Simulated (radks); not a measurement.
The krypton ion Kr2+, 34 electrons, occupied as [Ar] 3d10 4s2 4p4. All-electron calculation, Dirac Kohn-Sham, SOGGA, spin-unpolarised, spherical densities, finite nucleus; open shells fill j = l - 1/2 first; Fermi nuclear charge, rms radius 4.1884 fm. Program: a radial shooting solver on a logarithmic mesh with Libxc functionals.

Normalised radial functions P(r) = r R(r) (large component), r in bohr:

```
   r/bohr * 3p3/2, o 3d5/2 (the largest magnitude, 1.45, reaches the edge; | marks zero, & curves that meet)
 0.006801                             &
  0.01048                             o*
  0.01601                             o *
  0.02466                             o   *
  0.03798                             |o     *
   0.0585                             | o         *
  0.09011                             |   o          *
   0.1388                             |        o  *
   0.2138                           * |                o
   0.3293        *                    |                       o
   0.5073  *                          |                       o
   0.7814             *               |               o
    1.204                        *    |      o
    1.839                             *o
    2.833                             &
    4.364                             &
    6.721                             &
    10.35                             &
```

3p3/2: eigenvalue -217.54 eV, 1 radial node at r = 0.202 bohr, <r> = 0.544 bohr, 90 % of the charge inside 0.829 bohr. 3d5/2: eigenvalue -105.99 eV, 0 radial nodes, <r> = 0.556 bohr, 90 % of the charge inside 0.911 bohr.
